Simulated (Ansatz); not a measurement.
The cluster Nb₂O₂⁺. The state is a doublet with charge 1. Geometry r2SCAN-D4/def2-TZVP, basis def2-TZVP, Ansatz.

```xyz
4

Nb    0.973    0.668    0.674
Nb    0.034   -1.280    0.458
O    -0.030    0.135   -1.080
O    -0.977    0.477   -0.052
```

```json
{"run": "A", "HOMO (eV)": "-10.65", "LUMO (eV)": "-7.54"}
{"run": "B", "HOMO (eV)": "-9.53", "LUMO (eV)": "-8.66"}
{"run": "C", "HOMO (eV)": "-9.61", "LUMO (eV)": "-8.24"}
{"run": "D", "HOMO (eV)": "-10.31", "LUMO (eV)": "-7.52"}
```

In the def2 sets Nb takes a core potential; there is no spin–orbit coupling. The structure holds 1 bond(s) between oxygen atoms. No other spin state of charge 1 was run. Another isomer (doublet) lies 3.09 eV lower at PBE0-D4/def2-TZVP; other spin states weren't run for this one.

HOMO and LUMO are taken over both spins.

Question: The runs used PBE, PBE0, r2SCAN, r2SCAN0. Estimate which is which.

Answer: A r2SCAN0 (25 % exact exchange); B PBE (0 % exact exchange); C r2SCAN (0 % exact exchange); D PBE0 (25 % exact exchange). Exact exchange lowers occupied and raises empty levels; among semilocal functionals meta-GGAs tend to open the gap a little, and such runs are hard to tell apart. The gap grows from 0.87 eV (PBE) to 3.11 eV (r2SCAN0). At r2SCAN0-D4/def2-TZVP the charge 1 doublet is spin-contaminated (final ⟨S²⟩ up to 0.94, 0.75 for a pure state).
